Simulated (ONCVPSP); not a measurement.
# carbon: excitation energies, all-electron against ONCV

C (Z = 6), optimised norm-conserving Vanderbilt (ONCV), made with ONCVPSP 4.0.1 (PBEsol, scalar-relativistic). Core [He], reference 2s2 2p2. Waves: 2s: rc 1.10 bohr, ncon 4, nbas 7, qcut 6.8 1/bohr, local; 2p: rc 1.90 bohr, ncon 4, nbas 8, qcut 5.9 1/bohr, 2 projectors, debl 3.9 Ha. Local part: the s channel. Core correction: none.

Energies are relative to the spin-unpolarised reference configuration 2s2 2p2; without spin polarisation the order of configurations can differ from experiment.

```
valence configuration  charge  ΔE all-electron (eV)  error AE − PS (meV)
              2s2 2p1      +1                10.789                  +30
              2s1 2p3       0                 8.427                 -2.0
```

**Question.** What are ΔE and the potential's error for 2s2 2p0?

**Answer.** ΔE = 34.807 eV all-electron; the error (AE − PS) is +283 meV.

**Question.** What are ΔE and the potential's error for 2s1 2p0?

**Answer.** ΔE = 82.771 eV all-electron; the error (AE − PS) is +620 meV.

Levels in the configuration 2s2 2p0:

```tsv
level	all-electron (eV)	pseudo (eV)
2s	-40.178	-39.925
```
